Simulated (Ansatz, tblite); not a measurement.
Isomers of Pb4S4⁻ (doublet), found by a short tight-binding search and relaxed with PBE-D4/def2-SVP in Ansatz.

In the def2 sets Pb takes a core potential; there is no spin–orbit coupling. The xTB rows come from tblite.

B: At PBE-D4/def2-SVP the highest occupied level of the charge -1 doublet lies above zero (up to 0.04 eV). It is a level of α spin, whose loss leaves a singlet; that state wasn't run at this geometry and level. The electron is either unbound and held by the finite basis, or the level is raised by self-interaction error.

Other spin states weren't relaxed.

A:

```csv
atom,x (Å),y (Å),z (Å)
Pb1,2.235,-0.363,-0.310
Pb2,-0.354,-2.232,0.345
Pb3,-0.530,1.448,-1.891
Pb4,-1.235,0.987,1.859
S5,0.930,1.908,0.400
S6,-2.097,-0.298,-0.422
S7,1.344,-0.168,-2.770
S8,-0.293,-1.281,2.789
```

B:

Cartesian coordinates in Å:
```
Pb 0.4588 -1.4538 1.8737
Pb -2.5762 -1.9267 -0.1453
Pb -0.2596 1.5695 0.2355
Pb 1.4210 0.0775 -2.9445
S -0.0959 -1.0392 -0.9999
S 1.6005 0.8799 1.9767
S -2.0418 -0.4376 1.9443
S 1.4932 2.3304 -1.9406
```

**Question.** Estimate their order by electronic energy at PBE0-D4/def2-SVP, counted from the lowest.

**Answer.** A (0.0) < B (110.6), in kJ/mol.

**Question.** Do the other levels pick the same lowest one?

**Answer.** All that were run do. Energies above each level's lowest (kJ/mol):

| level | A | B |
| --- | --- | --- |
| GFN1-xTB | 0.0 | 190.7 |
| GFN2-xTB | 0.0 | 177.8 |
| PBE-D4/def2-SVP | 0.0 | 102.4 |
| r2SCAN-D4/def2-SVP | 0.0 | 105.3 |
| PBE0-D4/def2-SVP | 0.0 | 110.6 |
Point groups (tolerance 0.1 Å): A C2, B not assigned. Lower isomers may exist.
